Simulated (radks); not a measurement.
Q: The mean radii <r> (bohr) of the occupied orbitals of an atom or ion are listed with their occupations. Calculated with a radial shooting solver on a logarithmic mesh with Libxc functionals: scalar-relativistic Kohn-Sham, r2SCAN, spin-polarised, spherical densities, finite nucleus; meta-GGA in the generalised Kohn-Sham scheme; Fermi nuclear charge, rms radius of each element as measured or else 0.836 A^(1/3) + 0.57 fm.

orbital  occ.      <r>
1s down     1  0.03344
1s up       1  0.03344
2s up       1   0.1456
2s down     1   0.1456
2p up       3   0.1270
2p down     3   0.1270
3s up       1   0.4017
3s down     1   0.4017
3p up       3   0.4024
3p down     3   0.4024
3d up       5   0.3841
3d down     5   0.3842
4s up       1    1.026
4s down     1    1.022
4p up       3    1.135
4p down     3    1.130
4d up       5    1.609
4d down     2    1.670

Name the element and its charge. Open shells, if any, are filled with parallel spins first.

A: Z = 44, ruthenium, charge +1: Ru+ in [Kr] 4d7. The 1s radius gives Z: for a bare nucleus <r> = (2 gamma + 1)/(2Z) with gamma = sqrt(1 - (Z/c)^2), 0.03289 bohr for Z = 44, and screening makes it slightly larger (0.03344 here). The occupations add up to 43, and the charge is Z minus that.
